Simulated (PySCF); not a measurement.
**How methods differ on the excitation energy of P⁺**

P⁺ [Ne] 3s2 3p2 (3P) → P⁺ [Ne] 3s1 3p2 4s1 (5P), as a difference of total energies. All numbers are calculated (PySCF 2.14, no relativity, point nucleus, in aug-cc-pV(Q+d)Z with one added diffuse shell each of s, p, d, f, g type (8s7p6d4f3g, 114 functions)). Correlated levels: valence: [Ne] frozen. The calculations carry no spin-orbit coupling.

```csv
method,excitation energy (eV)
UHF,15.725
LDA,17.416
PBE,17.353
PBE0,17.309
r2SCAN,17.050
wB97X-V,17.606
revPBE,17.298
MP2 (valence),17.031
SCS-MP2 (valence),17.478
```

Task: How much does correlation contribute at MP2 (valence)?

Result: 17.031 − (15.725) = 1.306 eV, measured against UHF.

The promoted electron is Rydberg-like, and one or two diffuse shells describe it only roughly, which tends to raise the upper state.
